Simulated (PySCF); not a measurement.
These 2 structures share the formula C7H14BN. Computed with PBE0-D3(BJ)/def2-SVP geometry optimisation, gas phase (PySCF 2.14.0). Energies are electronic, without zero-point or thermal terms, for one conformer each. No frequencies were run at this level. Point groups hold within 0.08 Å.

**Question.** Order them by energy at this level, lowest first, and give relative energies in kcal/mol.
A. `[BH3-:1][N+:2]#[C:3][CH2:4][CH:5]1[CH2:6][CH2:7][CH2:8][CH2:9]1` with C3–C4–C5–C6 -178°, C4–C5–C6–C7 125°, C5–C6–C7–C8 24°, C6–C7–C8–C9 -40°, C7–C8–C9–C5 41°
B. `[CH:1]#[C:2][C@@H:3]1[CH2:4][CH2:5][BH2-:6][N+:7]1([CH3:8])[CH3:9]` with C2–C3–C4–C5 -160°, C3–C4–C5–B6 6°, C4–C5–B6–N7 20°, C5–B6–N7–C8 79°

**Answer.** A (0.0), B (32.6).

```csv
SMILES,E (Eh),E rel (kcal/mol),dipole (D),point group,"A, B, C (MHz)"
[BH3-][N+]#CCC1CCCC1,-354.08322,0.0,7.81,C1,"4110, 730.5, 650.6"
C#C[C@@H]1CC[BH2-][N+]1(C)C,-354.03127,32.6,4.15,C1,"2279, 1506, 1144"
```

**Question.** How do the relative energies change in single points at PBE0/pcSseg-1 (no added dispersion term) on the same geometries?

**Answer.** 
```json
{"SMILES": "[BH3-][N+]#CCC1CCCC1", "PBE0-D3(BJ)/def2-SVP (kcal/mol)": "0.0", "PBE0/pcSseg-1 (kcal/mol)": "0.0", "shift": "0.0"}
{"SMILES": "C#C[C@@H]1CC[BH2-][N+]1(C)C", "PBE0-D3(BJ)/def2-SVP (kcal/mol)": "32.6", "PBE0/pcSseg-1 (kcal/mol)": "31.8", "shift": "-0.8"}
```

Each column counts from its own lowest isomer. The order is unchanged; the largest shift is 0.8 kcal/mol.
